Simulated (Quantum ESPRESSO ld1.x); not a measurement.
The holmium ion Ho3+, configuration [Xe] 4f10. Method: Dirac Kohn-Sham, LDA (Slater exchange, Perdew-Zunger correlation), spin-unpolarised, spherical densities, point nucleus; open shells fill j = l - 1/2 first; computed with ld1.x of Quantum ESPRESSO 7.5.

Normalised radial functions P(r) = r R(r) (large component), r in bohr:

| r | 4d5/2 | 5p3/2 |
|---|---|---|
| 0.003452 | 0.0003 | 0.0074 |
| 0.003987 | 0.0004 | 0.0095 |
| 0.004568 | 0.0006 | 0.0122 |
| 0.005233 | 0.0009 | 0.0155 |
| 0.006044 | 0.0013 | 0.0199 |
| 0.006924 | 0.0019 | 0.0252 |
| 0.007933 | 0.0028 | 0.0317 |
| 0.009162 | 0.0041 | 0.0401 |
| 0.0105 | 0.0060 | 0.0499 |
| 0.01212 | 0.0088 | 0.0623 |
| 0.01389 | 0.0127 | 0.0763 |
| 0.01591 | 0.0182 | 0.0925 |
| 0.01838 | 0.0264 | 0.1120 |
| 0.02105 | 0.0373 | 0.1325 |
| 0.02431 | 0.0533 | 0.1555 |
| 0.02786 | 0.0740 | 0.1775 |
| 0.03191 | 0.1015 | 0.1981 |
| 0.03686 | 0.1401 | 0.2159 |
| 0.04223 | 0.1872 | 0.2258 |
| 0.04838 | 0.2462 | 0.2255 |
| 0.05587 | 0.3226 | 0.2101 |
| 0.06401 | 0.4075 | 0.1776 |
| 0.07393 | 0.5081 | 0.1220 |
| 0.0847 | 0.6076 | 0.0494 |
| 0.09703 | 0.7024 | -0.0387 |
| 0.1121 | 0.7834 | -0.1401 |
| 0.1284 | 0.8242 | -0.2301 |
| 0.1471 | 0.8117 | -0.2975 |
| 0.1699 | 0.7212 | -0.3250 |
| 0.1946 | 0.5504 | -0.2942 |
| 0.2248 | 0.2777 | -0.1946 |
| 0.2575 | -0.0527 | -0.0450 |
| 0.295 | -0.4239 | 0.1359 |
| 0.3407 | -0.8136 | 0.3214 |
| 0.3904 | -1.1270 | 0.4469 |
| 0.4508 | -1.3516 | 0.4851 |
| 0.5165 | -1.4349 | 0.4107 |
| 0.5917 | -1.3912 | 0.2324 |
| 0.6834 | -1.2306 | -0.0389 |
| 0.7829 | -1.0105 | -0.3273 |
| 0.897 | -0.7668 | -0.5972 |
| 1.036 | -0.5240 | -0.8155 |
| 1.187 | -0.3349 | -0.9296 |
| 1.371 | -0.1885 | -0.9443 |
| 1.57 | -0.0987 | -0.8698 |
| 1.799 | -0.0462 | -0.7343 |
| 2.078 | -0.0180 | -0.5583 |
| 2.38 | -0.0064 | -0.3925 |
| 2.727 | -0.0019 | -0.2499 |
| 3.15 | -0.0004 | -0.1375 |
| 3.609 | -0.0001 | -0.0689 |
| 4.167 | 0.0000 | -0.0285 |
| 4.775 | 0.0000 | -0.0106 |

4d5/2: eigenvalue -188.64 eV, 1 radial node at r = 0.252 bohr, <r> = 0.600 bohr, 90 % of the charge inside 0.902 bohr. 5p3/2: eigenvalue -53.081 eV, 3 radial nodes at r = 0.0916, 0.267, 0.671 bohr, <r> = 1.48 bohr, 90 % of the charge inside 2.17 bohr.
